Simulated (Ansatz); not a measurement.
Ga$_{2}$H$_{4}$O, SMILES `[OH][GaH][GaH2]`, relaxed with RKS PBE0-D4/def2-TZVP in the Gaussian-basis code of Ansatz from a GFN2-xTB geometry. The force threshold is 0.005 eV/Å; the program also tests the step.

Total charge 0; spin multiplicity 1.

Start:

```xyz
7

O    -0.500   -1.755    0.150
Ga   -0.312   -0.416   -0.932
Ga    0.536    1.435    0.515
H    -0.731   -2.651    0.383
H    -0.692   -0.677   -2.512
H     2.097    1.662    0.949
H    -0.398    2.402    1.447
```

```
step   energy (eV)  largest force (eV/Å)  largest move (Å)
   1  -106853.0778                 1.157             0.000
   2  -106853.2222                 0.918             0.166
   3  -106853.2829                 0.643             0.087
   4  -106853.3636                 1.553             0.172
   5  -106853.4302                 1.645             0.112
   6  -106853.4881                 0.165             0.106
   7  -106853.4975                 0.199             0.094
   8  -106853.5008                 0.028             0.031
   9  -106853.5009                 0.005             0.004
  10  -106853.5009                 0.002             0.002
```

End:

```xyz
7

O    -0.508   -1.914    0.354
Ga   -0.272   -0.458   -0.678
Ga    0.563    1.473    0.600
H    -0.834   -2.680   -0.122
H    -0.633   -0.666   -2.202
H     2.105    1.742    0.774
H    -0.421    2.502    1.274
```

Run time 22 s (2 threads of an INTEL XEON PLATINUM 8581C on a shared host); peak host memory 0.43 GiB.
